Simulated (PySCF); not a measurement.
hydrogen sulfide (H2S), SMILES S. Heavy atoms are numbered as in [SH2:1]. Hydrogens are named by the atom that carries them.

Geometry: B3LYP-D3(BJ)/def2-TZVP.

All values below come from PBE0/pcSseg-1 (PySCF).

GIAO shieldings, no solvent; atoms alike by connectivity are averaged. δ = σ(ref) − σ: ³³S against H2S (σ = 716.7 ppm); ¹H against TMS (σ = 31.56 ppm), references at their B3LYP-D3(BJ)/def2-TZVP geometries, non-relativistic.

Computed chemical shifts:
| nucleus | atoms | count | δ (ppm) |
|---|---|---|---|
| ³³S | S1 (SH2) | 1 | 0.0 |
| ¹H | H on S1 | 2 | 1.07 |
